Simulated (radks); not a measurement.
Results of a calculation; reference values are marked as such.
Excited configurations of La III: one electron is placed in a higher orbital outside [Xe]. The ground configuration is [Xe] 5d1. Code: a radial shooting solver on a logarithmic mesh with Libxc functionals. Model: scalar-relativistic Kohn-Sham, PBE, spin-polarised, spherical densities, finite nucleus; open shells are filled with parallel spins first (spin-orbit coupling, left out, can overturn this in heavy ions); Fermi nuclear charge, rms radius 4.855 fm. Excitation = E - E(ground); binding = E(ion) - E, where the ion is the core of charge +3; n* = 3/sqrt(2 binding) in atomic units, and the quantum defect is n - n*.

outer orbital  excitation (eV)  binding (eV)     n*  eigenvalue (eV)
5f                      11.094         8.030  3.905           -6.429
6s                       1.439        17.685  2.631          -14.987
6d                       9.744         9.380  3.613           -7.917
7p                      11.138         7.986  3.916           -6.863
7d                      13.259         5.865  4.569           -5.003
7f                      15.308         3.815  5.665           -3.263

The Delta-SCF ionisation energy is 19.124 eV (NIST Atomic Spectra Database: 19.177 eV, measured). Self-interaction in the functional shifts the binding energies and quantum defects, so they are the method's values and not measured ones. Open shells are spherical and high-spin; term and fine-structure splittings are not resolved. Spin-orbit splitting is averaged out at the scalar-relativistic level.
